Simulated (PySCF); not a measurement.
**Ionisation energy of Rh⁺ by level of theory**

Rh⁺ [Kr] 4d8 (3F) → Rh²⁺ [Kr] 4d7 (4F), as a difference of total energies. Calculation: PySCF 2.14, in aug-cc-pwCVTZ-PP with ECP28MDF (8s8p7d4f3g, 122 functions); a scalar-relativistic core potential. Correlated levels: valence: 4s2 4p6 frozen; valence and next inner shell: nothing frozen outside the core potential. The calculations carry no spin-orbit coupling.

```csv
method,ionisation energy (eV)
UHF,16.098
LDA,18.699
PBE,18.359
PBE0,18.078
r2SCAN,18.056
wB97M-V,17.973
B2PLYP,18.030
MP2 (valence),17.907
MP2 (valence and next inner shell),18.006
SCS-MP2 (valence and next inner shell),17.877
```

Question: Estimate what M06 gives.

Answer: 17.946 eV, closest to wB97M-V among the rows shown.

Question: Estimate what SCS-MP2 (valence) gives.

Answer: 17.939 eV, closest to MP2 (valence) among the rows shown.

The reference lies between the lowest fine-structure levels, while these numbers refer to the centres of the terms.

Errors of the correlated levels include the incompleteness of this basis and the frozen core.

For comparison: 18.08 eV (semi-empirical (NIST evaluation); NIST Atomic Spectra Database, ionization energies).
